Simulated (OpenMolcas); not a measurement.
**Lines of C I: computed and rescaled rates**

| Quantity | Value |
| --- | --- |
| Program | OpenMolcas 26.06 |
| Method | SS-CASPT2, IPEA 0.25 Eh, imaginary shift 0.1 Eh (closed shells correlated: 1s) |
| Basis | ANO-R3 [4s4p2d1f] |
| Scalar Hamiltonian | X2C, finite nucleus |
| Active space | 4 electrons in 4 orbitals (2s 2p) |
| State averaging | 2S+1 = 3 even, 3 roots; 2S+1 = 1 even, 6 roots; 2S+1 = 5 odd, 1 root; 2S+1 = 3 odd, 8 roots |
| Spin-orbit coupling | state interaction with AMFI integrals over the reference wave functions, term energies averaged over their components |

Rates come from the transition moments of the reference wave functions (E1 and E2 in the length form). At fixed line strength A goes as λ^-3 for E1 and M1 and as λ^-5 for E2, so a rate at the computed wavelength can be rescaled to the measured one. Measured vacuum wavelengths follow from level energies in NIST Handbook of Basic Atomic Spectroscopic Data. Branching counts decays inside the model space alone, at computed energies, and the table is only a selection of the E1 lines, drawn from those between levels with measured partners whose computed energy lies within a factor of 1.5 of the measured one.

```json
{"Upper": "2s 2p³ ⁵S°₂", "Lower": "2s² 2p² ³P₂", "Type": "E1", "λ computed (nm)": "324.9", "λ measured (nm)": "296.8", "A computed (s-1)": "2.31e+01", "A rescaled (s-1)": "", "Branching %": "74.9"}
{"Upper": "2s 2p³ ⁵S°₂", "Lower": "2s² 2p² ³P₁", "Type": "E1", "λ computed (nm)": "324.6", "λ measured (nm)": "296.6", "A computed (s-1)": "7.74e+00", "A rescaled (s-1)": "", "Branching %": "25.1"}
{"Upper": "2s 2p³ ³D°₂", "Lower": "2s² 2p² ³P₂", "Type": "E1", "λ computed (nm)": "160.2", "λ measured (nm)": "156.1", "A computed (s-1)": "7.64e+07", "A rescaled (s-1)": "8.26e+07", "Branching %": "24.7"}
{"Upper": "2s 2p³ ³D°₁", "Lower": "2s² 2p² ³P₂", "Type": "E1", "λ computed (nm)": "160.2", "λ measured (nm)": "156.1", "A computed (s-1)": "8.44e+06", "A rescaled (s-1)": "9.12e+06", "Branching %": "2.7"}
{"Upper": "2s 2p³ ³D°₃", "Lower": "2s² 2p² ³P₂", "Type": "E1", "λ computed (nm)": "160.2", "λ measured (nm)": "156.1", "A computed (s-1)": "3.08e+08", "A rescaled (s-1)": "3.33e+08", "Branching %": "100.0"}
{"Upper": "2s 2p³ ³D°₂", "Lower": "2s² 2p² ³P₁", "Type": "E1", "λ computed (nm)": "160.1", "λ measured (nm)": "156.1", "A computed (s-1)": "2.32e+08", "A rescaled (s-1)": "2.50e+08", "Branching %": "75.3"}
{"Upper": "2s 2p³ ³D°₁", "Lower": "2s² 2p² ³P₁", "Type": "E1", "λ computed (nm)": "160.1", "λ measured (nm)": "156.1", "A computed (s-1)": "1.28e+08", "A rescaled (s-1)": "1.38e+08", "Branching %": "41.5"}
{"Upper": "2s 2p³ ³D°₁", "Lower": "2s² 2p² ³P₀", "Type": "E1", "λ computed (nm)": "160", "λ measured (nm)": "156", "A computed (s-1)": "1.72e+08", "A rescaled (s-1)": "1.86e+08", "Branching %": "55.7"}
{"Upper": "2s 2p³ ³P°₁", "Lower": "2s² 2p² ³P₂", "Type": "E1", "λ computed (nm)": "132", "λ measured (nm)": "133", "A computed (s-1)": "4.14e+08", "A rescaled (s-1)": "4.05e+08", "Branching %": "41.7"}
{"Upper": "2s 2p³ ³P°₂", "Lower": "2s² 2p² ³P₂", "Type": "E1", "λ computed (nm)": "132", "λ measured (nm)": "133", "A computed (s-1)": "7.47e+08", "A rescaled (s-1)": "7.30e+08", "Branching %": "75.1"}
{"Upper": "2s 2p³ ³P°₀", "Lower": "2s² 2p² ³P₁", "Type": "E1", "λ computed (nm)": "131.9", "λ measured (nm)": "132.9", "A computed (s-1)": "9.95e+08", "A rescaled (s-1)": "9.73e+08", "Branching %": "100.0"}
{"Upper": "2s 2p³ ³P°₁", "Lower": "2s² 2p² ³P₁", "Type": "E1", "λ computed (nm)": "131.9", "λ measured (nm)": "132.9", "A computed (s-1)": "2.50e+08", "A rescaled (s-1)": "2.44e+08", "Branching %": "25.1"}
{"Upper": "2s 2p³ ³P°₂", "Lower": "2s² 2p² ³P₁", "Type": "E1", "λ computed (nm)": "131.9", "λ measured (nm)": "132.9", "A computed (s-1)": "2.48e+08", "A rescaled (s-1)": "2.42e+08", "Branching %": "24.9"}
{"Upper": "2s 2p³ ³P°₁", "Lower": "2s² 2p² ³P₀", "Type": "E1", "λ computed (nm)": "131.9", "λ measured (nm)": "132.9", "A computed (s-1)": "3.31e+08", "A rescaled (s-1)": "3.24e+08", "Branching %": "33.3"}
```

Spin-changing lines and M1 lines between different terms are not rescaled, since their strength hangs on the term gaps too.

The largest correction is for 2s 2p³ ³D°₂ → 2s² 2p² ³P₂ (E1): 7.64e+07 × (160.2 / 156.1)^3 = 8.26e+07 s-1, a factor of 1.08.

The computed rate and branching of 2s 2p³ ³P°₀ → 2s² 2p² ³P₁ give the upper level a radiative lifetime of 1.000 / 9.95e+08 s-1 = 1.01e-09 s, counting decays inside the model space alone. The rescaled rate gives about 1.0e-09 s.

The computed order of these levels differs from the measured one in 3 places, and where term gaps are wrong the rates of spin-changing lines can be off by large factors.

No measured rate stands beside these. Rescaling mends the energy factor alone: line strengths can still be far off where a level mixes with configurations outside the active space, and weak or spin-changing lines hang on small mixing coefficients that depend on the term gaps too, so rescaling need not improve them.

CASPT2 breaks the degeneracy within a term, and the mean is taken; among the terms shown or strongly mixed into the levels shown the widest spread is 350 cm-1 (2s 2p³ ³D°). Over all roots computed the reference weight is 0.94 to 0.99; the roots of lowest weight are the least certain, and an intruder state may touch them. Measured partners are found by configuration, term and J. A level has none where our copy of the source lacks it or the pairing is in doubt (some pairs that miss far off the trend of their configuration count as doubtful). Only configurations of the active space appear.

° marks odd parity.
